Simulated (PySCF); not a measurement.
**Nuclear quadrupole coupling in `CCO[SiH2][SiH2]P`**

Compound: C₂H₁₁OPSi₂.
Geometry (PBE0-D3(BJ)/def2-SVP, Å), atoms numbered from 1 in this order:
```
atom  x, y, z in Å
C1    -3.2022   -0.1127   -0.5889
C2    -2.0955   -0.4645    0.3761
O3    -0.8656    0.0024   -0.1308
Si4    0.5978   -0.2029    0.6416
Si5    2.2969    0.7616   -0.6369
P6     4.2850    0.5078    0.4403
H7    -4.1740   -0.4662   -0.2126
H8    -3.0172   -0.5751   -1.5698
H9    -3.2563    0.9769   -0.7300
H10   -2.2960   -0.0132    1.3676
H11   -2.0554   -1.5612    0.5270
H12    0.8920   -1.6614    0.8452
H13    0.5772    0.4339    2.0014
H14    2.0685    2.2255   -0.8377
H15    2.4174    0.1052   -1.9749
H16    4.0601   -0.8771    0.7197
H17    3.7609    0.9336    1.7014
```

Field gradients from the PBE0/pcSseg-1 density (PySCF, non-relativistic), principal values in atomic units, ordered |Vxx| ≤ |Vyy| ≤ |Vzz|:

```tsv
atom	Vxx	Vyy	Vzz
O3	-0.4384	-1.2666	1.7049
```

Q: Find the asymmetry η = (Vxx − Vyy)/Vzz and the couplings χ = eQV/h (234.96 MHz × Q in barn × V in au), with Q(17O) = −0.0256 b.

A: 
```tsv
atom	environment	nucleus	η	χzz (MHz)	χxx (MHz)	χyy (MHz)
O3	silyl ether oxygen	17O	0.49	-10.26	2.64	7.62
```

The tensor is traceless: Vxx + Vyy + Vzz = 0.

Q: What is Vzz at O3 in SI units (1 au = 9.71736 × 10²¹ V/m²)?

A: 1.7049 au = 16.567 × 10²¹ V/m².

Q: And the gradient at the other heavy atoms, for which no coupling is worked out here?

A: 
```json
{"atom": "C1", "environment": "methyl carbon", "Vzz (au)": "0.049", "η": "0.55"}
{"atom": "C2", "environment": "sp3 carbon bound to oxygen", "Vzz (au)": "0.403", "η": "0.05"}
{"atom": "Si4", "environment": "oxygen-bound silicon", "Vzz (au)": "0.426", "η": "0.06"}
{"atom": "Si5", "environment": "SiH2 silicon", "Vzz (au)": "0.262", "η": "0.12"}
{"atom": "P6", "environment": "three-coordinate phosphorus", "Vzz (au)": "-0.948", "η": "0.39"}
```

Q: What couplings would deuterons (Q(2H) = 0.00286 b) have in place of the hydrogens, at this geometry?

A: 
| atom | bonded to | bond length (Å) | Vzz (au) | η | χzz (kHz) |
| --- | --- | --- | --- | --- | --- |
| H7 | C1 | 1.100 | 0.2921 | 0.03 | 196 |
| H8 | C1 | 1.100 | 0.2916 | 0.03 | 196 |
| H9 | C1 | 1.100 | 0.2917 | 0.03 | 196 |
| H10 | C2 | 1.108 | 0.2689 | 0.08 | 181 |
| H11 | C2 | 1.108 | 0.2688 | 0.08 | 181 |
| H12 | Si4 | 1.502 | 0.1336 | 0.05 | 90 |
| H13 | Si4 | 1.502 | 0.1336 | 0.05 | 90 |
| H14 | Si5 | 1.495 | 0.1416 | 0.01 | 95 |
| H15 | Si5 | 1.495 | 0.1416 | 0.01 | 95 |
| H16 | P6 | 1.431 | 0.1679 | 0.07 | 113 |
| H17 | P6 | 1.431 | 0.1679 | 0.07 | 113 |

Isolated species at its PBE0-D3(BJ)/def2-SVP geometry (one conformer only). The small basis limits the accuracy of the gradients.
